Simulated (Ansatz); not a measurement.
Basis-set extrapolation for CH$_{6}$AlBS, SMILES `[CH3][AlH][BH]S` (PBE0-D4/def2-TZVP geometry, frozen core, the Gaussian-basis code of Ansatz). Multiplicity 1, RHF reference.

```tsv
	def2-TZVPP	def2-QZVPP
HF	-705.541003	-705.562287
MP2 correlation	-0.535341	-0.574180
CCSD(T) correlation	-0.616802	not run
```

Energies in hartree. Use E(X) = E(∞) + A·exp(−7.88·√X) for Hartree–Fock and E(X) = E(∞) + B·X^(−2.97) for correlation, with X = 3 and 4, and add CCSD(T) minus MP2 of the smaller set to the MP2 limit.

Question: What is the CCSD(T) energy at the basis-set limit?

Answer: HF limit: -705.562287 + (-0.021284) × 0.13774 = -705.56522. MP2 limit: -0.574180 + (-0.038839) × 0.74074 = -0.60295. Higher-order term: -0.616802 − (-0.535341) = -0.08146. Total: -706.24963 hartree, 241.1 kJ/mol below CCSD(T)/def2-TZVPP.
